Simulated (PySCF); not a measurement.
**Se: ionisation energy**

Se [Ar] 3d10 4s2 4p4 (3P) → Se⁺ [Ar] 3d10 4s2 4p3 (4S), as a difference of total energies. Computed with PySCF 2.14 in aug-cc-pVTZ-PP with one added diffuse shell each of s, d, f type with ECP10MDF (7s5p5d3f, 68 functions), with a scalar-relativistic core potential. Correlated levels: valence: 3s2 3p6 3d10 frozen. The calculations carry no spin-orbit coupling.

```
           method  ionisation energy (eV)
              UHF                   8.544
    MP2 (valence)                   9.247
SCS-MP2 (valence)                   9.314
   CCSD (valence)                   9.362
CCSD(T) (valence)                   9.397
```

Errors of the correlated levels include the incompleteness of this basis and the frozen core.

Q: Which method comes closest to the reference value, and which is furthest?

A: The reference is 9.635 eV (measured; NIST levels, between the centres of gravity of the two terms). Closest: CCSD(T) (valence) (error -0.238 eV); furthest: UHF (error -1.091 eV).
